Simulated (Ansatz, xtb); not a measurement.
Molecule: NaLi, charge 0, multiplicity 1. 
Geometry from a B3LYP-D3(BJ)/def2-TZVP (Ansatz, a program for electronic structure) optimisation:
```xyz
2

Li     0.0000     0.0000    -2.2753
Na     0.0000     0.0000     0.6205
```

Harmonic wavenumbers from GFN2-xTB (xtb, at its own minimum), cm⁻¹: 349.

### Question
Give the harmonic wavenumbers at B3LYP-D3(BJ)/def2-TZVP (Ansatz, finite differences of forces, unscaled).

### Answer
254 cm⁻¹. Zero-point energy 0.4 kcal/mol.

### Question
From these and the geometry, give the ideal-gas thermochemistry at 298.15 K and 1 atm (rigid rotor, harmonic oscillator).

### Answer
Point group C∞v, rotational symmetry number 1. Rotational constants 11.31, 11.31 GHz. S(trans) 36.12, S(rot) 14.52, S(vib) 1.70, S(elec, spin only) 0.00, S 52.3 cal/(mol K). H(298) - H(0) 2.38 kcal/mol; G - E(el) -12.9 kcal/mol.
